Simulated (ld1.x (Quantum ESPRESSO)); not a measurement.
# Pseudopotential generation for indium: ultrasoft, PBEsol, scalar-relativistic.

Input for ld1.x (Quantum ESPRESSO) 7.5:

```
&input
   title='In', zed=49., rel=1, dft='PBESOL', iswitch=3,
   config='[Kr] 4d10 5s2 5p1',
   nld=3, rlderiv=2.30, eminld=-8.0, emaxld=5.0, deld=0.04
 /
 &inputp
   pseudotype=3, tm=.true., lloc=-1, rcloc=1.40,
   nlcc=.false.,
   file_pseudopw='In.UPF', file_wfcaegen='ae.wfc', file_wfcncgen='nc.wfc', file_beta='beta', file_chi='chi', file_wfcusgen='us.wfc'
 /
6
5S  1  0   2.00   0.00  1.95  2.10  0.0
5S  1  0   0.00   0.15  1.95  2.10  0.0
4P  2  1   6.00   0.00  1.20  1.35  0.0
5P  3  1   1.00   0.00  1.20  1.35  0.0
4D  3  2  10.00   0.00  1.75  1.95  0.0
4D  3  2   0.00   1.05  1.75  1.95  0.0
 &test
   configts(1)='4p6 4d10 5s2 5p1'
 /
```

Command:

```bash
ld1.x < In.in > In.out
```

Resulting log (shortened: banner, matrices, multipoles, cross overlaps and the repeated all-electron block are left out):

```
Program LD1 v.7.5
     --------------------------- All-electron run ----------------------------

     In
     scalar relativistic calculation

     atomic number is 49.00
     dft =PBESOL   lsd =0 sic =0 latt =0  beta=0.20 tr2=1.0E-14
     Exchange-correlation= PBESOL
                           (   1   4  10   8   0   0   0)
     mesh =1241 r(mesh) = 100.30140 a.u. xmin = -7.00 dx = 0.01250
     1 Ry =  13.60569312 eV, c = 137.03599908

     n l     nl                  e(Ry)          e(Ha)          e(eV)
     1 0     1S 1( 2.00)     -2038.8152     -1019.4076    -27739.4935
     2 0     2S 1( 2.00)      -305.2883      -152.6441     -4153.6584
     2 1     2P 1( 6.00)      -274.0597      -137.0298     -3728.7720
     3 0     3S 1( 2.00)       -57.9122       -28.9561      -787.9358
     3 1     3P 1( 6.00)       -47.6874       -23.8437      -648.8199
     4 0     4S 1( 2.00)        -8.7835        -4.3917      -119.5056
     4 1     4P 1( 6.00)        -5.7343        -2.8671       -78.0186
     3 2     3D 1(10.00)       -31.8022       -15.9011      -432.6907
     4 2     4D 1(10.00)        -1.3664        -0.6832       -18.5910
     5 0     5S 1( 2.00)        -0.6067        -0.3034        -8.2552
     5 1     5P 1( 1.00)        -0.1851        -0.0926        -2.5184

     final scf error:  8.1E-15 reached in  27 iterations

     Etot =  -11757.921599 Ry,   -5878.960800 Ha, -159974.673041 eV

     Ekin =   12254.582321 Ry,    6127.291161 Ha,  166732.086414 eV
     Encl =  -28435.918271 Ry,  -14217.959136 Ha, -386890.377672 eV
     Eh   =    4736.999629 Ry,    2368.499814 Ha,   64450.163273 eV
     Exc  =    -313.585278 Ry,    -156.792639 Ha,   -4266.545055 eV

     normalization and overlap integrals

     s(1S/1S) =  1.000000  <r> =   0.0297  <r2> =    0.0012  r(max) =   0.0192
     s(2S/2S) =  1.000000  <r> =   0.1286  <r2> =    0.0195  r(max) =   0.1090
     s(2P/2P) =  1.000000  <r> =   0.1122  <r2> =    0.0154  r(max) =   0.0870
     s(3S/3S) =  1.000000  <r> =   0.3488  <r2> =    0.1392  r(max) =   0.3153
     s(3P/3P) =  1.000000  <r> =   0.3473  <r2> =    0.1400  r(max) =   0.3075
     s(4S/4S) =  1.000000  <r> =   0.8479  <r2> =    0.8144  r(max) =   0.7658
     s(4P/4P) =  1.000000  <r> =   0.9219  <r2> =    0.9730  r(max) =   0.8152
     s(3D/3D) =  1.000000  <r> =   0.3245  <r2> =    0.1251  r(max) =   0.2581
     s(4D/4D) =  1.000000  <r> =   1.1839  <r2> =    1.6866  r(max) =   0.9354
     s(5S/5S) =  1.000000  <r> =   2.6031  <r2> =    7.7877  r(max) =   2.1612
     s(5P/5P) =  1.000000  <r> =   3.7012  <r2> =   16.2566  r(max) =   2.8453

     ------------------------ End of All-electron run ------------------------

     --------------------- Generating US pseudopotential ---------------------

      Generating local potential from pseudized AE potential:
      Matching radius rcloc =   1.4000

      Local pseudo, rcloc= 1.395 Estimated cut-off energy=    12.93 Ry

      Wfc   5S  rcut= 1.931  Using Troullier-Martins method
      Wfc-us  5S rcutus= 2.082  Estimated cut-off energy=    10.12 Ry

      Wfc   5S  rcut= 1.931  Using Troullier-Martins method
      Wfc-us  5S rcutus= 2.082  Estimated cut-off energy=    11.20 Ry

      Wfc   4P  rcut= 1.201  Using Troullier-Martins method
      Wfc-us  4P rcutus= 1.361  Estimated cut-off energy=    45.56 Ry

      Wfc   5P  rcut= 1.201  Using Troullier-Martins method
      Wfc-us  5P rcutus= 1.361  Estimated cut-off energy=    82.12 Ry

      Wfc   4D  rcut= 1.747  Using Troullier-Martins method
      Wfc-us  4D rcutus= 1.931  Estimated cut-off energy=    32.13 Ry

      Wfc   4D  rcut= 1.747  Using Troullier-Martins method
      Wfc-us  4D rcutus= 1.931  Estimated cut-off energy=    57.47 Ry

     ------------------- End of pseudopotential generation -------------------

     Computing logarithmic derivative in   2.28633
     Computing logarithmic derivative in   2.28633
     Computing the partial wave expansion
     R is outside the sphere for l=    0 j= 0.00
     R is outside the sphere for l=    0 j= 0.00
     R is outside the sphere for l=    1 j= 0.00
     R is outside the sphere for l=    1 j= 0.00
     R is outside the sphere for l=    2 j= 0.00
     R is outside the sphere for l=    2 j= 0.00

     ---------------------- Testing the pseudopotential ----------------------

     In
     scalar relativistic calculation

     atomic number is 49.00   valence charge is 19.00
     dft =PBESOL   lsd =0 sic =0 latt =0  beta=0.20 tr2=1.0E-14
     mesh =1241 r(mesh) = 100.30140 xmin = -7.00 dx = 0.01250

     n l     nl             e AE (Ry)        e PS (Ry)    De AE-PS (Ry)
     2 1     4P   1( 6.00)       -5.73426       -5.80459        0.07033  !
     3 2     4D   1(10.00)       -1.36641       -1.43201        0.06559  !
     1 0     5S   1( 2.00)       -0.60675       -0.64990        0.04316  !
     3 1     5P   1( 1.00)       -0.18510       -0.14964       -0.03546  !

     eps = 6.5E-15  iter = 32

     Etot =  -11757.921599 Ry,   -5878.960800 Ha, -159974.673041 eV
     Etotps =  -293.198864 Ry,    -146.599432 Ha,   -3989.173771 eV

     Ekin =      75.280528 Ry,      37.640264 Ha,    1024.243761 eV
     Encl =    -632.075403 Ry,    -316.037701 Ha,   -8599.823964 eV
     Ehrt =     251.033822 Ry,     125.516911 Ha,    3415.489150 eV
     Ecxc =     -27.263339 Ry,     -13.631670 Ha,    -370.936624 eV
     Epseu=      39.825528 Ry,      19.912764 Ha,     541.853906 eV

     ---------------------- End of pseudopotential test ----------------------
```

Note: ghost state, extra bound levels that the all-electron valence spectrum of the same l lacks: s at -216.7 eV (p, d not tested). A true bound ghost makes a file unfit for plane-wave use. Its overlap operator is not positive definite in a basis up to 400 Ry (lowest eigenvalue p -0.02, d -1.75), so the file is unfit for use: the generalised eigenproblem breaks down once the basis is large enough, and its test numbers describe a broken file. The potential misses its own reference levels by up to 1.0 eV.

Generation and configuration tests took about 3.6 s on one core of a shared server CPU.

Transferability test of the new file with ld1.x, input:

```
&input
   title='In', zed=49., rel=1, dft='PBESOL', iswitch=2,
   config='[Kr] 4d10 5s2 5p1'
 /
 &test
   file_pseudo='In.UPF', nconf=8,
   configts(1)='4p6 4d10 5s2 5p1',
   configts(2)='4p6 4d10 5s2 5p0',
   configts(3)='4p6 4d10 5s1 5p0',
   configts(4)='4p6 4d10 5s0 5p0',
   configts(5)='4p6 4d10 5s1 5p1',
   configts(6)='4p5 4d10 5s2 5p1',
   configts(7)='4p6 4d9 5s2 5p2',
   configts(8)='4p6 4d9 5s2 5p1'
 /
```

```bash
ld1.x < In.test.in > In.test.out
```

Pseudopotential blocks of its output, shortened (energy terms left out; the distinct warnings before each block abridged to one line each):

```
     ---------------------- Testing the pseudopotential ----------------------

     n l     nl             e AE (Ry)        e PS (Ry)    De AE-PS (Ry)
     2 1     4P   1( 6.00)       -5.73426       -5.80459        0.07033  !
     3 2     4D   1(10.00)       -1.36641       -1.43201        0.06559  !
     1 0     5S   1( 2.00)       -0.60675       -0.64990        0.04316  !
     3 1     5P   1( 1.00)       -0.18510       -0.14964       -0.03546  !

     eps = 5.6E-15  iter = 34

     Etot =  -11757.921599 Ry,   -5878.960800 Ha, -159974.673041 eV
     Etotps =  -293.198864 Ry,    -146.599432 Ha,   -3989.173771 eV

     ---------------------- End of pseudopotential test ----------------------

          Warning: convergence not achieved
     ---------------------- Testing the pseudopotential ----------------------

     n l     nl             e AE (Ry)        e PS (Ry)    De AE-PS (Ry)
     2 1     4P   1( 6.00)       -6.28550       -6.29966        0.01416  !
     3 2     4D   1(10.00)       -1.91630       -1.92394        0.00764  !
     1 0     5S   1( 2.00)       -1.10129       -1.10123       -0.00006
     3 1     5P   1( 0.00)       -0.61861       -0.42974       -0.18887  !

     eps = 1.2E-09  iter =201

     Etot =  -11757.527606 Ry,   -5878.763803 Ha, -159969.312486 eV
     Etotps =  -292.878426 Ry,    -146.439213 Ha,   -3984.813993 eV
     dEtot_ae =       0.393994 Ry
     dEtot_ps =       0.320438 Ry,   Delta E=       0.073556 Ry

     ---------------------- End of pseudopotential test ----------------------

          Warning: convergence not achieved
     ---------------------- Testing the pseudopotential ----------------------

     n l     nl             e AE (Ry)        e PS (Ry)    De AE-PS (Ry)
     2 1     4P   1( 6.00)       -7.06445       -7.08355        0.01910  !
     3 2     4D   1(10.00)       -2.68521       -2.69763        0.01242  !
     1 0     5S   1( 1.00)       -1.74067       -1.74245        0.00178
     3 1     5P   1( 0.00)       -1.18630       -0.92394       -0.26236  !

     eps = 8.1E-09  iter =201

     Etot =  -11756.110718 Ry,   -5878.055359 Ha, -159950.034744 eV
     Etotps =  -291.460582 Ry,    -145.730291 Ha,   -3965.523240 eV
     dEtot_ae =       1.810881 Ry
     dEtot_ps =       1.738282 Ry,   Delta E=       0.072599 Ry

     ---------------------- End of pseudopotential test ----------------------

          ---------------------- Testing the pseudopotential ----------------------

     n l     nl             e AE (Ry)        e PS (Ry)    De AE-PS (Ry)
     2 1     4P   1( 6.00)       -7.91259       -7.94166        0.02907  !
     3 2     4D   1(10.00)       -3.51844       -3.53996        0.02151  !
     1 0     5S   1( 0.00)       -2.42095       -2.42689        0.00594  !
     3 1     5P   1( 0.00)       -1.79888       -1.46842       -0.33046  !

     eps = 2.1E-15  iter = 61

     Etot =  -11754.033226 Ry,   -5877.016613 Ha, -159921.769025 eV
     Etotps =  -289.379097 Ry,    -144.689548 Ha,   -3937.203186 eV
     dEtot_ae =       3.888373 Ry
     dEtot_ps =       3.819768 Ry,   Delta E=       0.068606 Ry

     ---------------------- End of pseudopotential test ----------------------

          ---------------------- Testing the pseudopotential ----------------------

     n l     nl             e AE (Ry)        e PS (Ry)    De AE-PS (Ry)
     2 1     4P   1( 6.00)       -6.40547       -6.41798        0.01251  !
     3 2     4D   1(10.00)       -2.03110       -2.05959        0.02849  !
     1 0     5S   1( 1.00)       -1.17404       -1.21091        0.03686  !
     3 1     5P   1( 1.00)       -0.67864       -0.60937       -0.06927  !

     eps = 7.9E-15  iter = 50

     Etot =  -11757.038556 Ry,   -5878.519278 Ha, -159962.658626 eV
     Etotps =  -292.274366 Ry,    -146.137183 Ha,   -3976.595330 eV
     dEtot_ae =       0.883043 Ry
     dEtot_ps =       0.924498 Ry,   Delta E=      -0.041455 Ry

     ---------------------- End of pseudopotential test ----------------------
```

The test run then stopped with an error in chargeps: “negative rho”.
